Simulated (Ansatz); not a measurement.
Ansatz (a quantum-chemistry and plane-wave program) input (PBE/LANL2DZ): The .json file is the Basis Set Exchange's LANL2DZ.

Ansatz 0.2 input:
```yaml
crystal:
  periodic: [false, false, false]
  atoms:
    - {symbol: Sb, position_ang: [0.14925100, -0.58985300, 0.71379300]}
    - {symbol: Br, position_ang: [1.76580500, 0.89714800, -0.52576700]}
    - {symbol: Br, position_ang: [-1.98328500, -0.03764800, -0.51433100]}
basis:
  gaussian:
    orbitals: LANL2DZ.json
hamiltonian:
  xc: {name: PBE}
magnetization: {spin_polarized: true, initial_magnetization: 1}
relax: {f_tol: 0.003, max_steps: 120}
```

From the output:

```
reference -865.17078889 eV, -31.7944400579 hartree; 10, 9 occupied and 14, 15 virtual orbitals, 422 factors
relax step   4: F+E_penalty+E_count = -865.17076154 eV  Δ(F+E_penalty+E_count) = +7.747e-4 eV  max|allowed force component| = 1.070e-1 eV/Å  Δτ_max = 0.0638 Å  (23 SCF iters, rejected (line search))
these checks for a lower state are left out or cut short: starts, cluster_reference, orbital_swaps, neighbouring_geometries, increment
integrals: 0.01 GiB planned
422 factors; integrals over basis functions are off by at most 3.9e-5 eV
mean field: 0.08 GiB planned
mean field -865.17432116 eV, -31.7945698663 hartree, gradient 4.1e-5 eV, S^2 0.751549; 0 other end points of the search recorded, 0 dependent functions left out
the calculation of the forces begins
reference -865.17434867 eV, -31.7945708773 hartree; 10, 9 occupied and 14, 15 virtual orbitals, 422 factors
relax step   5: F+E_penalty+E_count = -865.17432116 eV  Δ(F+E_penalty+E_count) = -2.785e-3 eV  max|allowed force component| = 3.878e-3 eV/Å  Δτ_max = 0.0277 Å  (22 SCF iters, accepted)
these checks for a lower state are left out or cut short: starts, cluster_reference, orbital_swaps, neighbouring_geometries, increment
integrals: 0.01 GiB planned
422 factors; integrals over basis functions are off by at most 3.9e-5 eV
mean field: 0.08 GiB planned
mean field -865.17432353 eV, -31.7945699535 hartree, gradient 2.8e-5 eV, S^2 0.751546; 0 other end points of the search recorded, 0 dependent functions left out
the calculation of the forces begins
reference -865.17435104 eV, -31.7945709645 hartree; 10, 9 occupied and 14, 15 virtual orbitals, 422 factors
relax step   6: F+E_penalty+E_count = -865.17432353 eV  Δ(F+E_penalty+E_count) = -2.375e-6 eV  max|allowed force component| = 5.958e-4 eV/Å  Δτ_max = 0.0010 Å  (17 SCF iters, accepted)
integrals: 0.01 GiB planned
422 factors; integrals over basis functions are off by at most 3.9e-5 eV
mean field: 0.08 GiB planned
mean field evaluation 64: about -865.1743 eV, gradient 6.2e-5 eV
mean field -865.17432353 eV, -31.7945699535 hartree, gradient 2.8e-5 eV, S^2 0.751546; 1 other end points of the search recorded, 0 dependent functions left out
the calculation of the forces begins
reference -865.17435104 eV, -31.7945709645 hartree; 10, 9 occupied and 14, 15 virtual orbitals, 422 factors
Total energy: -865.17435104 eV, -31.7945709645 hartree
Atom 0 at     0.155483    -0.614481     0.743596 Å, force     0.000114    -0.000450     0.000545 eV/Å
Atom 1 at     1.872138     0.936752    -0.541002 Å, force     0.000482     0.000359    -0.000274 eV/Å
Atom 2 at    -2.095850    -0.052624    -0.528899 Å, force    -0.000596     0.000091    -0.000271 eV/Å
Dipole moment:     0.100946    -0.398949     0.482776 e Å
```

The geometry given is a B3LYP-D3(BJ)/def2-TZVP minimum.
